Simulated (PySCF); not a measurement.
C2H3F3Si (SMILES C=C[Si](F)(F)F), singlet, at a GFN2-xTB geometry; DF-B3LYP/def2-SVPD in PySCF.

PySCF was given this input:
```python
from pyscf import gto, scf, dft

mol = gto.M(
    atom='''
C    -2.42964942    0.31265524   -0.42527370
C    -1.18973066    0.62929047   -0.77699086
Si    0.34516388   -0.02919981    0.04214430
F     1.30138063   -0.84636851   -0.92680907
F     1.28957514    1.09305988    0.64981174
F     0.05977453   -1.01525860    1.25165038
H    -2.63594221   -0.36823804    0.38403199
H    -3.28840563    0.72207772   -0.93282247
H    -1.04823881    1.32038863   -1.59951968
''',
    basis='def2-svpd',
    verbose=4,
    max_memory=1800,
)

mf = dft.RKS(mol)
mf.xc = 'b3lyp'
mf = mf.density_fit(auxbasis='def2-universal-jkfit')
mf.kernel()
```

Write the output that PySCF gives for this input, abridged.


```
PySCF version 2.14.0

[INPUT] verbose = 4
[INPUT] num. atoms = 9
[INPUT] num. electrons = 56
[INPUT] charge = 0
[INPUT] spin (= nelec alpha-beta = 2S) = 0
[INPUT] symmetry False subgroup None
[INPUT] Mole.unit = angstrom
[INPUT] Symbol           X                Y                Z      unit          X                Y                Z       unit  Magmom
[INPUT]  1 C     -2.429649420000   0.312655240000  -0.425273700000 AA   -4.591371982508   0.590832775010  -0.803650820980 Bohr   0.0
[INPUT]  2 C     -1.189730660000   0.629290470000  -0.776990860000 AA   -2.248265109398   1.189186641099  -1.468299926690 Bohr   0.0
[INPUT]  3 Si     0.345163880000  -0.029199810000   0.042144300000 AA    0.652265201292  -0.055179643789   0.079641184712 Bohr   0.0
[INPUT]  4 F      1.301380630000  -0.846368510000  -0.926809070000 AA    2.459252974514  -1.599404684356  -1.751415312063 Bohr   0.0
[INPUT]  5 F      1.289575140000   1.093059880000   0.649811740000 AA    2.436943831648   2.065583810950   1.227966221127 Bohr   0.0
[INPUT]  6 F      0.059774530000  -1.015258600000   1.251650380000 AA    0.112957490925  -1.918560699609   2.365276421908 Bohr   0.0
[INPUT]  7 H     -2.635942210000  -0.368238040000   0.384031990000 AA   -4.981208857081  -0.695869044247   0.725715284172 Bohr   0.0
[INPUT]  8 H     -3.288405630000   0.722077720000  -0.932822470000 AA   -6.214186027178   1.364529131450  -1.762778991140 Bohr   0.0
[INPUT]  9 H     -1.048238810000   1.320388630000  -1.599519680000 AA   -1.980884264040   2.495172888690  -3.022654126052 Bohr   0.0

nuclear repulsion = 316.469057605881
number of shells = 65
number of NR pGTOs = 231
number of NR cGTOs = 157
basis = def2-svpd
ecp = {}

******** <class 'pyscf.df.df_jk.DFRKS'> ********
method = DFRKS
initial guess = minao
damping factor = 0
level_shift factor = 0
DIIS = <class 'pyscf.scf.diis.CDIIS'>
diis_start_cycle = 1
diis_space = 8
diis_damp = 0
SCF conv_tol = 1e-09
SCF conv_tol_grad = None
SCF max_cycles = 50
direct_scf = False
XC library pyscf.dft.libxc version 7.1.2
    S. Lehtola, C. Steigemann, M. J. T. Oliveira, and M. A. L. Marques,  SoftwareX 7, 1–5 (2018)
XC functionals = b3lyp
    P. J. Stephens, F. J. Devlin, C. F. Chabalowski, and M. J. Frisch,  J. Phys. Chem. 98, 11623 (1994)
radial grids:
    Treutler-Ahlrichs [JCP 102, 346 (1995); DOI:10.1063/1.469408] (M4) radial grids

becke partition: Becke, JCP 88, 2547 (1988); DOI:10.1063/1.454033
pruning grids: <function nwchem_prune>
grids dens level: 3
symmetrized grids: False
atomic radii adjust function: <function treutler_atomic_radii_adjust>
small_rho_cutoff = 0
Set gradient conv threshold to 3.16228e-05
Initial guess from minao.
tot grids = 119632
******** <class 'pyscf.df.df.DF'> ********
auxbasis = def2-universal-jkfit
init E= -667.327787825454
  HOMO = -0.34025045575391  LUMO = -0.105723729795353  gap/eV = 6.38180
cycle= 1 E= -666.749444316885  delta_E= 0.578  |g|= 0.848  |ddm|= 4.52
  HOMO = -0.289710825515817  LUMO = -0.0407109202587521  gap/eV = 6.77563
cycle= 2 E= -666.595913919146  delta_E= 0.154  |g|= 1.32  |ddm|= 2.21
  HOMO = -0.315278984314946  LUMO = -0.0535600095088538  gap/eV = 7.12174
cycle= 3 E= -666.874038858311  delta_E= -0.278  |g|= 0.0853  |ddm|= 1.16
  HOMO = -0.329942531964066  LUMO = -0.0627316164764204  gap/eV = 7.27118
cycle= 4 E= -666.875582186284  delta_E= -0.00154  |g|= 0.0325  |ddm|= 0.143
  HOMO = -0.326122323856195  LUMO = -0.06016769784005  gap/eV = 7.23699
cycle= 5 E= -666.87581141293  delta_E= -0.000229  |g|= 0.0138  |ddm|= 0.0436
  HOMO = -0.325228318109144  LUMO = -0.0593708856072861  gap/eV = 7.23435
cycle= 6 E= -666.875861530523  delta_E= -5.01e-05  |g|= 0.0021  |ddm|= 0.0182
  HOMO = -0.325526282381425  LUMO = -0.0596188308166798  gap/eV = 7.23571
cycle= 7 E= -666.875862645247  delta_E= -1.11e-06  |g|= 0.000246  |ddm|= 0.00332
  HOMO = -0.325505551833901  LUMO = -0.0595973943828834  gap/eV = 7.23573
cycle= 8 E= -666.875862653395  delta_E= -8.15e-09  |g|= 0.000176  |ddm|= 0.000483
  HOMO = -0.325503968933644  LUMO = -0.0595960902647303  gap/eV = 7.23572
cycle= 9 E= -666.875862658289  delta_E= -4.89e-09  |g|= 3.11e-05  |ddm|= 0.000171
  HOMO = -0.325505932221923  LUMO = -0.0595982528606238  gap/eV = 7.23572
cycle= 10 E= -666.875862658487  delta_E= -1.98e-10  |g|= 5.28e-06  |ddm|= 6.65e-05
  HOMO = -0.325505767915511  LUMO = -0.0595980029518297  gap/eV = 7.23572
Extra cycle  E= -666.875862658489  delta_E= -1.59e-12  |g|= 5.13e-06  |ddm|= 1.53e-05
converged SCF energy = -666.875862658489
```
